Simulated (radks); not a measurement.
Charge is removed step by step from the 2s down level of the magnesium ion Mg3+, starting from [He] 2s(up 1, down 1) 2p5. Method: non-relativistic Kohn-Sham, r2SCAN, spin-polarised, spherical densities, point nucleus; open shells are filled with parallel spins first; meta-GGA in the generalised Kohn-Sham scheme; computed with a radial shooting solver on a logarithmic mesh with Libxc functionals.

[
 {"removed (e)": "0", "E - E(0) (eV)": "0.000", "eigenvalue (eV)": "-129.88", "E minus straight line (eV)": "0.000"},
 {"removed (e)": "0.1", "E - E(0) (eV)": "13.126", "eigenvalue (eV)": "-132.64", "E minus straight line (eV)": "-1.241"},
 {"removed (e)": "0.2", "E - E(0) (eV)": "26.528", "eigenvalue (eV)": "-135.41", "E minus straight line (eV)": "-2.206"},
 {"removed (e)": "0.3", "E - E(0) (eV)": "40.207", "eigenvalue (eV)": "-138.18", "E minus straight line (eV)": "-2.895"},
 {"removed (e)": "0.4", "E - E(0) (eV)": "54.164", "eigenvalue (eV)": "-140.95", "E minus straight line (eV)": "-3.306"},
 {"removed (e)": "0.5", "E - E(0) (eV)": "68.397", "eigenvalue (eV)": "-143.72", "E minus straight line (eV)": "-3.439"},
 {"removed (e)": "0.6", "E - E(0) (eV)": "82.908", "eigenvalue (eV)": "-146.48", "E minus straight line (eV)": "-3.296"},
 {"removed (e)": "0.7", "E - E(0) (eV)": "97.694", "eigenvalue (eV)": "-149.23", "E minus straight line (eV)": "-2.878"},
 {"removed (e)": "0.8", "E - E(0) (eV)": "112.75", "eigenvalue (eV)": "-151.94", "E minus straight line (eV)": "-2.186"},
 {"removed (e)": "0.9", "E - E(0) (eV)": "128.08", "eigenvalue (eV)": "-154.61", "E minus straight line (eV)": "-1.225"},
 {"removed (e)": "1", "E - E(0) (eV)": "143.67", "eigenvalue (eV)": "-157.23", "E minus straight line (eV)": "0.000"}
]

Removing the whole electron costs 143.67 eV by Delta-SCF, against 129.88 eV from minus the eigenvalue at the starting occupation. Slater's transition state (half an electron removed) gives 143.72 eV. Integrating minus the eigenvalue over the occupation (Janak's theorem) gives 143.67 eV. The mean slope of the eigenvalue, de/dn, is 27.3 eV per electron.
